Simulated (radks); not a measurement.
All-electron atom: the palladium ion Pd38+ in [He] 2s2 2p4 (the NIST ground configuration). All-electron calculation, scalar-relativistic Kohn-Sham, OLYP, spin-polarised, spherical densities, finite nucleus; open shells are filled with parallel spins first (spin-orbit coupling, left out, can overturn this in heavy ions); Fermi nuclear charge, rms radius 4.5318 fm. Program: a radial shooting solver on a logarithmic mesh with Libxc functionals.

Local quantities along the radius. ELF = 1/(1 + alpha^2) is the electron localisation function; alpha = (tau - tau_W)/tau_unif compares the Pauli kinetic energy density with that of the uniform gas (summed over spins); s = |grad rho|/(2 (3 pi^2)^(1/3) rho^(4/3)) is the reduced gradient. tau is taken from the large components.

r (bohr)    ELF    alpha       s
0.001936  1.000  0.01395  0.5782
0.002346  1.000  0.01440  0.5494
0.002842  1.000  0.01510  0.5279
0.003444  1.000  0.01613  0.5128
0.004173  1.000  0.01758  0.5036
0.005016  1.000  0.01952  0.5002
0.006078  1.000  0.02238  0.5023
0.007364  0.999  0.02650  0.5104
0.008923  0.999  0.03260  0.5251
0.01081   0.998  0.04198  0.5473
0.0131    0.997  0.05706  0.5785
0.01587   0.993  0.08259  0.6202
0.01923   0.984   0.1285  0.6740
0.0233    0.955   0.2159  0.7392
0.02824   0.868   0.3893  0.8085
0.03421   0.656   0.7243  0.8556
0.04146   0.389    1.254  0.8222
0.05023   0.260    1.687  0.6570
0.06086   0.302    1.521  0.4435
0.07375   0.502   0.9962  0.3454
0.08936   0.725   0.6153  0.3879
0.1074    0.838   0.4405  0.5131
0.1301    0.876   0.3767  0.7174
0.1577    0.866   0.3935   1.036
0.1911    0.798   0.5038   1.574
0.2315    0.607   0.8054   2.580
0.2805    0.267    1.659   4.691
0.3399    0.045    4.612   9.745
0.4118    0.003    18.26   23.71

On this mesh the ELF has minima near r = 0.050 bohr, which separate the shells, and maxima near 0.14 (0.88).
